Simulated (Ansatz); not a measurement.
Stepwise reaction of `BN` with hydrogen chloride, as a gas-phase model of exchange steps in deposition or etching. ΔE in kJ/mol; ΔG adds harmonic PBE0-D4 terms to CCSD(T)/CBS, at 1 bar.

Computed with Ansatz on PBE0-D4/def2-TZVP structures; ΔE is electronic, products minus reactants. CCSD(T)/CBS is the MP2 limit (def2-TZVPP, def2-QZVPP) plus CCSD(T) − MP2 in def2-TZVPP, frozen cores. This one scheme is used for every species. DFT in def2-TZVPP. B3LYP here is the variant with VWN-RPA as its local correlation; programs differ in this. One conformer a species, not always the lowest.

```
step                        reaction  PBE-D4  B3LYP-D4  ωB97M-V  CCSD(T)/CBS  ΔG(600 K)
   1        `BN` + HCl → `NBCl` + H₂   -73.8     -69.2    -70.1        -69.3      -68.5
   2  `NBCl` + HCl → `NB(Cl)Cl` + H₂   -59.4     -54.6    -55.7        -54.0      -45.7
```

(1) By hand: ΔE of the 2 steps together at CCSD(T)/CBS.

Answers

(1) (-69.3) + (-54.0) = -123.3 kJ/mol, or -61.6 kJ/mol a step.

In ΔE each step is higher than the one before. All are downhill at CCSD(T)/CBS. ΔG lies between -68.5 and -45.7 kJ/mol a step. PBE-D4 differs from CCSD(T)/CBS by -5.4 to -4.5 kJ/mol a step. Isolated molecules leave out the surface, adducts and barriers. Largest T1 diagnostic: 0.012.
